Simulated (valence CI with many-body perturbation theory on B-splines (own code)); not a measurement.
## E1 transitions of Br²²⁺

Level of theory: relativistic CI+MBPT: three valence electrons over a frozen Dirac-Fock core [Ne], a basis of 11 s, 11 p, 9 d, 7 f, 5 g, 2 h, 1 i functions for each j, with the one-electron correlation potential Σ1, the two-electron term Σ2, the three-electron term Σ3, Breit, model QED; selected CI, second order for the rest (own B-spline code, finite nucleus).

No measured levels were compared; by estimate levels of excited configurations hold to 0.05 to 0.15 % of their energy, terms of the ground configuration to about 0.5 %.

Lines 201 to 250 of 276 in falling wavelength, among levels below 235.92 eV, chosen from the strongest by gf and those to the six lowest levels. Wavelengths and rates use the calculated energies, so an error of 500 cm⁻¹ moves a line at 12.79 nm by 0.064 % and its rate by three times that or more. Electric multipoles are in the length gauge, E1 and E2 with the static RPA response of the core. Weak lines are less certain than strong ones. Lines between different terms over intervals too small for the method are left out, as are lines whose strength nearly cancels. The highest levels of a list are the least certain.

Names give the largest LS component (configuration and term), which can be under half, so a name can repeat, a term be missing and a line seem to break the LS rules; names also repeat where a configuration has a term twice. Letters in brackets count levels of one name in rising energy.

| λ vac (nm) | Upper | Lower | A (s⁻¹) | S (a.u.) with core polarisation | S without |
| --- | --- | --- | --- | --- | --- |
| 12.79 | 3s 3p 3d 4D°_1/2 | 3s 3p2 4P_1/2 | 7.50e+10 | 1.55e-01 | 1.59e-01 |
| 12.72 | 3p3 2P°_3/2 | 3s 3p2 4P_1/2 | 1.66e+10 | 6.74e-02 | 6.93e-02 |
| 12.67 | 3s 3p 3d 4D°_5/2 | 3s 3p2 4P_3/2 | 2.00e+10 | 1.21e-01 | 1.24e-01 |
| 12.64 | 3s 3d2 4F_3/2 | 3s 3p 3d 4F°_5/2 | 9.04e+09 | 3.60e-02 | 3.70e-02 |
| 12.62 | 3s 3p 3d 4P°_3/2 | 3s 3p2 4P_3/2 | 3.61e+10 | 1.43e-01 | 1.47e-01 |
| 12.62 | 3s 3p 3d 4P°_1/2 | 3s 3p2 4P_3/2 | 5.21e+10 | 1.03e-01 | 1.06e-01 |
| 12.56 | 3s 3d2 4F_5/2 | 3s 3p 3d 4F°_5/2 | 3.46e+10 | 2.03e-01 | 2.09e-01 |
| 12.54 | 3s 3p 3d 2D°_5/2 [a] | 3s 3p2 4P_5/2 | 6.29e+08 | 3.68e-03 | 3.80e-03 |
| 12.51 | 3s 3p 3d 2P°_1/2 [b] | 3s 3p2 2P_1/2 | 3.96e+10 | 7.66e-02 | 7.88e-02 |
| 12.49 | 3s2 3d 2D_3/2 | 3s2 3p 2P°_1/2 | 6.28e+10 | 2.42e-01 | 2.48e-01 |
| 12.45 | 3s 3p 3d 2F°_5/2 [a] | 3s 3p2 4P_3/2 | 4.15e+08 | 2.37e-03 | 2.44e-03 |
| 12.40 | 3s 3p 3d 2D°_3/2 | 3s 3p2 4P_3/2 | 1.09e+08 | 4.11e-04 | 4.22e-04 |
| 12.40 | 3s 3p 3d 2P°_3/2 [a] | 3s 3p2 2D_3/2 | 1.89e+09 | 7.11e-03 | 7.32e-03 |
| 12.37 | 3p2 3d 2F_5/2 [b] | 3p3 4S°_3/2 | 1.68e+10 | 9.41e-02 | 9.66e-02 |
| 12.36 | 3s 3d2 4F_3/2 | 3s 3p 3d 4F°_3/2 | 4.01e+10 | 1.50e-01 | 1.54e-01 |
| 12.26 | 3p2 3d 2D_5/2 | 3p3 2D°_3/2 | 9.54e+09 | 5.21e-02 | 5.35e-02 |
| 12.18 | 3s 3p 3d 2F°_7/2 [b] | 3s 3p2 2D_5/2 | 3.54e+10 | 2.52e-01 | 2.59e-01 |
| 12.04 | 3s 3p 3d 2D°_5/2 [a] | 3s 3p2 4P_3/2 | 1.42e+09 | 7.35e-03 | 7.56e-03 |
| 11.95 | 3s 3p 3d 4P°_3/2 | 3s 3p2 4P_1/2 | 2.67e+07 | 8.99e-05 | 9.27e-05 |
| 11.95 | 3s 3p 3d 4P°_1/2 | 3s 3p2 4P_1/2 | 8.35e+07 | 1.41e-04 | 1.45e-04 |
| 11.76 | 3s 3p 3d 2P°_1/2 [a] | 3s 3p2 2D_3/2 | 1.37e+09 | 2.20e-03 | 2.27e-03 |
| 11.76 | 3s 3p 3d 2D°_3/2 | 3s 3p2 4P_1/2 | 4.01e+09 | 1.29e-02 | 1.32e-02 |
| 11.76 | 3s 3p 3d 2F°_7/2 [a] | 3s 3p2 4P_5/2 | 6.26e+09 | 4.01e-02 | 4.13e-02 |
| 11.72 | 3s 3p 3d 2F°_5/2 [b] | 3s 3p2 2D_3/2 | 4.39e+10 | 2.09e-01 | 2.15e-01 |
| 11.66 | 3p2 3d 2F_7/2 [b] | 3p3 2D°_5/2 | 4.61e+10 | 2.89e-01 | 2.97e-01 |
| 11.65 | 3p2 3d 2F_5/2 [b] | 3p3 2D°_3/2 | 3.66e+10 | 1.72e-01 | 1.76e-01 |
| 11.40 | 3s 3p 3d 2P°_1/2 [b] | 3s 3p2 2D_3/2 | 1.40e+08 | 2.04e-04 | 2.10e-04 |
| 11.31 | 3s 3p 3d 2P°_3/2 [a] | 3s 3p2 4P_5/2 | 5.76e+07 | 1.65e-04 | 1.69e-04 |
| 11.27 | 3s 3p 3d 2P°_3/2 [b] | 3s 3p2 2D_3/2 | 4.81e+08 | 1.36e-03 | 1.40e-03 |
| 11.19 | 3s 3p 3d 2D°_5/2 [b] | 3s 3p2 2D_3/2 | 6.69e+05 | 2.77e-06 | 3.25e-06 |
| 11.16 | 3s 3p 3d 2P°_3/2 [c] | 3s 3p2 2D_3/2 | 2.09e+09 | 5.75e-03 | 5.92e-03 |
| 10.90 | 3s 3p 3d 2P°_3/2 [a] | 3s 3p2 4P_3/2 | 3.18e+07 | 8.15e-05 | 8.38e-05 |
| 10.82 | 3s 3p 3d 2F°_7/2 [b] | 3s 3p2 4P_5/2 | 3.66e+09 | 1.83e-02 | 1.88e-02 |
| 10.75 | 3s 3p 3d 2F°_5/2 [b] | 3s 3p2 4P_5/2 | 1.39e+07 | 5.10e-05 | 5.19e-05 |
| 10.41 | 3s 3p 3d 2P°_1/2 [a] | 3s 3p2 4P_3/2 | 1.01e+08 | 1.13e-04 | 1.16e-04 |
| 10.40 | 3s 3p 3d 2P°_3/2 [a] | 3s 3p2 4P_1/2 | 2.56e+09 | 5.69e-03 | 5.86e-03 |
| 10.38 | 3s 3p 3d 2F°_5/2 [b] | 3s 3p2 4P_3/2 | 1.13e+08 | 3.74e-04 | 3.84e-04 |
| 10.37 | 3s 3p 3d 2P°_3/2 [b] | 3s 3p2 4P_5/2 | 1.84e+07 | 4.05e-05 | 4.19e-05 |
| 10.30 | 3s 3p 3d 2D°_5/2 [b] | 3s 3p2 4P_5/2 | 5.98e+08 | 1.93e-03 | 1.99e-03 |
| 10.28 | 3s 3p 3d 2P°_3/2 [c] | 3s 3p2 4P_5/2 | 3.01e+08 | 6.46e-04 | 6.65e-04 |
| 10.12 | 3s 3p 3d 2P°_1/2 [b] | 3s 3p2 4P_3/2 | 2.05e+07 | 2.09e-05 | 2.16e-05 |
| 10.02 | 3s 3p 3d 2P°_3/2 [b] | 3s 3p2 4P_3/2 | 2.70e+08 | 5.36e-04 | 5.52e-04 |
| 9.959 | 3s 3p 3d 2D°_5/2 [b] | 3s 3p2 4P_3/2 | 3.37e+08 | 9.84e-04 | 1.01e-03 |
| 9.951 | 3s 3p 3d 2P°_1/2 [a] | 3s 3p2 4P_1/2 | 8.73e+08 | 8.49e-04 | 8.74e-04 |
| 9.937 | 3s 3p 3d 2P°_3/2 [c] | 3s 3p2 4P_3/2 | 3.05e+07 | 5.90e-05 | 6.08e-05 |
| 9.687 | 3s 3p 3d 2P°_1/2 [b] | 3s 3p2 4P_1/2 | 6.04e+07 | 5.42e-05 | 5.59e-05 |
| 9.596 | 3s 3p 3d 2P°_3/2 [b] | 3s 3p2 4P_1/2 | 1.04e+08 | 1.82e-04 | 1.87e-04 |
| 6.512 | 3p2 3d 4F_3/2 | 3s2 3p 2P°_3/2 | 4.76e+06 | 2.60e-06 | 2.67e-06 |
| 6.417 | 3p2 3d 2F_5/2 [a] | 3s2 3p 2P°_3/2 | 1.68e+06 | 1.31e-06 | 1.37e-06 |
| 6.388 | 3p2 3d 4F_5/2 | 3s2 3p 2P°_3/2 | 4.21e+05 | 3.25e-07 | 3.36e-07 |
